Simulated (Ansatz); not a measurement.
Mulliken charges of ClFISn, SMILES `[F][Sn]([Cl])[I]` radical from ωB97M-V/def2-TZVPP in Ansatz (PBE0-D4/def2-TZVP geometry).

```json
{"atom": "F1", "x (Å)": "-1.114", "y (Å)": "-0.698", "z (Å)": "1.333", "charge (e)": "-0.451"}
{"atom": "Sn2", "x (Å)": "0.134", "y (Å)": "0.448", "z (Å)": "0.430", "charge (e)": "0.896"}
{"atom": "Cl3", "x (Å)": "2.007", "y (Å)": "-0.916", "z (Å)": "0.160", "charge (e)": "-0.298"}
{"atom": "I4", "x (Å)": "-0.972", "y (Å)": "1.107", "z (Å)": "-1.944", "charge (e)": "-0.146"}
```

**Question.** By hand: the dipole of these point charges (1 e Å = 4.8032 D).

**Answer.** Σ q r = (0.166, 0.828, 0.020) e Å, of length 0.845 e Å = 4.06 D.

**Question.** How does the dipole of the full density compare? (Best estimate.)

**Answer.** Ansatz gave: (0.082, 0.514, -0.045) e Å, 2.51 D; the point charges give 1.62 times that, at 7° from its direction.

Point charges leave out the atoms' own dipoles, such as those of lone pairs, and Mulliken's split depends on the basis, so the two needn't agree.
